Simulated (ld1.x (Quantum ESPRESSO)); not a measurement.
## Configuration tests for manganese (Mn) (TM)

ld1.x (Quantum ESPRESSO) 7.5 input, shortened:

```
&input
   title='Mn', zed=25., rel=1, dft='PBE', iswitch=3,
   config='[Ar] 3d5 4s2 4p0'
 /
 &inputp
   pseudotype=2, tm=.true., lloc=1,
   nlcc=.true.
 /
3
4S  1  0   2.00   0.00  2.40  2.40  0.0
3D  3  2   5.00   0.00  1.45  1.45  0.0
3P  2  1   6.00   0.00  1.15  1.15  0.0
 &test
   configts(1)='3p6 3d5 4s2 4p0'
 /
```

Energies are relative to the spin-unpolarised reference configuration 3p6 3d5 4s2 4p0; without spin polarisation the order of configurations can differ from experiment.

```tsv
valence configuration	charge	ΔE all-electron (eV)	error AE − PS (meV)
3p6 3d5 4s1 4p0	+1	8.416	-5.6
3p6 3d5 4s0 4p0	+2	24.015	-36
3p6 3d4 4s0 4p0	+3	56.534	+64
3p6 3d5.5 4s1.5 4p0	0	-0.482	-15
3p6 3d5 4s0 4p2	0	7.930	+11
3p5 3d5 4s2 4p0	+1	61.980	-172
```

**Question.** What are ΔE and the potential's error for 3p6 3d5 4s0 4p1?

**Answer.** ΔE = 13.156 eV all-electron; the error (AE − PS) is -2.1 meV.

Levels in the configuration 3p6 3d5 4s0 4p2:

```csv
level,all-electron (eV),pseudo (eV)
3p,-57.659,-57.460
3d,-9.696,-9.574
4p,-2.728,-2.733
```

Note: ghost state, extra bound levels that the all-electron valence spectrum of the same l lacks: s at -80.0 eV. A true bound ghost makes a file unfit for plane-wave use.
